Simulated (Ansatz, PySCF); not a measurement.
System: CCl2F, charge -1, multiplicity 1. It need not be the lowest isomer of its formula. Whether it binds its extra electron was not tested at this geometry. 
Geometry from a B3LYP-D3(BJ)/def2-TZVP (Ansatz, an electronic-structure program) optimisation:
```
C
F 1 1.3631
Cl 1 2.0072 2 101.14
Cl 1 2.0072 2 101.14 3 -104.60
```
Charge -1, spin multiplicity 1.

Total electronic energies in hartree. Correlated levels leave the core frozen unless marked. No spin-orbit coupling. No relativistic terms. Basis-set limits of correlation are two-point, X^-3; Hartree-Fock from the larger set. [CCSD(T)-MP2]/basis is that difference in the basis named.

| level | program | energy (Eh) |
|---|---|---|
| HF/aug-cc-pV(T+d)Z | Ansatz | -1056.36599 |
| HF/cc-pVTZ | Ansatz | -1056.35739 |
| HF/cc-pwCVTZ | Ansatz | -1056.35904 |
| RI-HF/cc-pV(Q+d)Z | Ansatz | -1056.37797 |
| PBE/def2-TZVPD | Ansatz | -1057.93476 |
| PBE-D3(BJ)/def2-TZVPD | Ansatz + dftd3 | -1057.93784 |
| BLYP-D4/def2-TZVPD | Ansatz + dftd4 | -1058.43719 |
| PBE0-D3(BJ)/def2-TZVPD | Ansatz + dftd3 | -1057.99689 |
| BHLYP-D4/def2-TZVPD | Ansatz + dftd4 | -1058.37193 |
| BHLYP/def2-TZVPD | Ansatz | -1058.36711 |
| TPSSh-D4/def2-TZVPD | PySCF + dftd4 | -1058.47432 |
| TPSSh/def2-TZVPD | PySCF | -1058.46961 |
| M06-2X/def2-TZVPD | PySCF | -1058.35791 |
| LC-wPBE-D3(BJ)/def2-TZVPD | Ansatz + dftd3 | -1058.09736 |
| wB97X-V/def2-TZVPD | Ansatz | -1058.25235 |
| B2PLYP-D3(BJ)/def2-TZVPD | Ansatz + dftd3 | -1058.09659 |
| MP2/cc-pV(T+d)Z | Ansatz | -1057.15645 |
| SCS-MP2/6-31G | Ansatz | -1056.44730 |
| CCSD/6-31G* | Ansatz | -1056.81521 |
| CCSD/cc-pV(D+d)Z | Ansatz | -1056.91011 |
| CCSD/cc-pVTZ | Ansatz | -1057.18504 |
| CCSD(T)/cc-pV(T+d)Z | Ansatz | -1057.22621 |
| RI-MP2/CBS(aug-cc-pV(T+d)Z,aug-cc-pV(Q+d)Z)+[CCSD(T)-MP2]/aug-cc-pV(T+d)Z | Ansatz | -1057.3856 |

Totals of different functionals don't rank their quality; only differences between species are comparable.
